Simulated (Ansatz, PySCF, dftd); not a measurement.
Species: CH$_{3}$Si, charge 0, doublet. CH3Si (SMILES [CH]=[SiH2], doublet).
B3LYP-D3(BJ)/def2-TZVP minimum from Ansatz (an electronic-structure program):
```xyz
5

C     -1.1588    -0.2310    -0.0465
Si     0.4752     0.0947     0.0191
H     -2.2080    -0.4401    -0.0887
H      1.4943    -0.9666     0.1040
H      1.0136     1.4665    -0.0033
```
Charge 0, spin multiplicity 2.

Quantity: enthalpy of formation at 298 K (by atomisation, with ideal-gas terms from PySCF's Hessian at B3LYP-D3(BJ)/def2-TZVP and the atoms' measured values of the G2/97 table; no spin-orbit terms), in kcal/mol. Radicals and triplets start from unrestricted determinants; spin-orbit coupling is neglected. Cores are frozen in correlated methods. Rows without X2C or -DK are non-relativistic. CBS(X,Y): correlation extrapolated as X^-3, Hartree-Fock from the larger set. A bracket is a step between two methods taken in the basis named. The functionals are non-relativistic, so their misses hold any scalar relativity. 'core' is core correlation in cc-pwCVTZ (1s frozen past Ne), 'X2C' scalar relativity in cc-pVTZ-DK, both at CCSD(T). Where a partner has so few electrons that a lower coupled-cluster level is exact, that level stands in. The UHF reference of CH3Si ([CH]=[SiH2], doublet) is spin-contaminated (<S^2> up to 0.40 over the pure value in the sets run).

```tsv
level	program	enthalpy of formation at 298 K (kcal/mol)	difference against the last row
PBE-D3(BJ)/def2-TZVPD	Ansatz + dftd3	96.6	-3.7
PBE/def2-TZVPD	Ansatz	98.2	-2.1
CAM-B3LYP/def2-TZVPD	Ansatz	101.3	1.0
wB97M-V/def2-TZVPD	Ansatz	101.6	1.3
CCSDT(Q)/cc-pV(D+d)Z	Ansatz	130.8	30.5
CCSDT(Q)/cc-pV(T+d)Z	Ansatz	111.0	10.7
CCSD(T)/CBS(cc-pV(T+d)Z,cc-pV(Q+d)Z) + [CCSDT(Q) - CCSD(T)]/cc-pV(T+d)Z + core + X2C	Ansatz	100.3	0.0
```
